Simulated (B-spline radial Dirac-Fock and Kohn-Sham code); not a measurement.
# X-ray scattering factor of Ta

System: neutral tantalum in the configuration [Xe] 4f14 5d5 (an excited configuration).

Input file task.json (cfg lists n, l and occupation; rrms is the nuclear radius in fm):

```json
{"items": [{
  "Z": 73,
  "q": 0,
  "cfg": [[1, 0, 2], [2, 0, 2], [2, 1, 6], [3, 0, 2], [3, 1, 6], [3, 2, 10], [4, 0, 2], [4, 1, 6], [4, 2, 10], [4, 3, 14], [5, 0, 2], [5, 1, 6], [5, 2, 5]],
  "A": 181,
  "rrms": 5.3507,
  "do": ["scatter"],
  "s": [0.0, 0.05, 0.1, 0.15, 0.2, 0.25, 0.3, 0.35, 0.4, 0.45, 0.5, 0.6, 0.7, 0.8, 0.9, 1.0, 1.1, 1.2, 1.4, 1.6, 1.8, 2.0, 2.5, 3.0, 3.5, 4.0, 5.0, 6.0],
  "pz": [0, 0.1, 0.15, 0.21, 0.31, 0.45, 0.65, 0.95, 1.4, 2.0, 2.9, 4.2, 6.2, 9.0, 13.0, 19.0, 28.0, 40.0, 58.0, 85.0, 120.0],
  "hv_scatter": [2000, 8047.8, 10000, 17479.3, 20000, 100000, 200000, 500000]
}]}
```

Run with: `python xray_run.py task.json out`

Model: Dirac-Fock orbitals of the configuration average with a finite nucleus. Program: a B-spline atomic structure program. f₀ is the Fourier transform of the spherical electron density, S the Waller-Hartree incoherent function, and s = sin θ/λ. The electron scattering factor follows from the Mott-Bethe formula f_e = 0.023934 Å⁻¹·(Z − f₀)/s².

```
s (Å⁻¹)      f₀       S  f_e (Å)
      0  73.000   0.000        –
   0.05  71.830   1.536   11.201
    0.1  68.991   4.461    9.594
   0.15  65.492   7.202    7.986
    0.2  61.838   9.728    6.679
   0.25  58.224  12.184    5.659
    0.3  54.743  14.575    4.855
   0.35  51.455  16.870    4.209
    0.4  48.387  19.043    3.682
   0.45  45.546  21.077    3.245
    0.5  42.920  22.961    2.880
    0.6  38.242  26.307    2.311
    0.7  34.198  29.210    1.895
    0.8  30.680  31.820    1.583
    0.9  27.630  34.223    1.341
      1  25.020  36.456    1.148
    1.1  22.819  38.543    0.993
    1.2  20.991  40.506    0.864
    1.4  18.250  44.111    0.669
    1.6  16.354  47.301    0.530
    1.8  14.916  50.047    0.429
      2  13.680  52.355    0.355
    2.5  10.856  56.622    0.238
      3   8.454  59.571    0.172
    3.5   6.748  61.801    0.129
      4   5.685  63.566    0.101
      5   4.572  66.161    0.066
      6   3.817  67.935    0.046
```

f₀ starts at the number of electrons, 73, and has fallen to half at s ≈ 0.64 Å⁻¹. The sum of ⟨r²⟩ over the electrons is 67.71 bohr². It fixes the forward electron scattering factor, f_e(0) = (a₀/3)Σ⟨r²⟩ = 11.943 Å.

Values without a named source are computed, but for edge energies of neutral atoms, which are taken from tables.
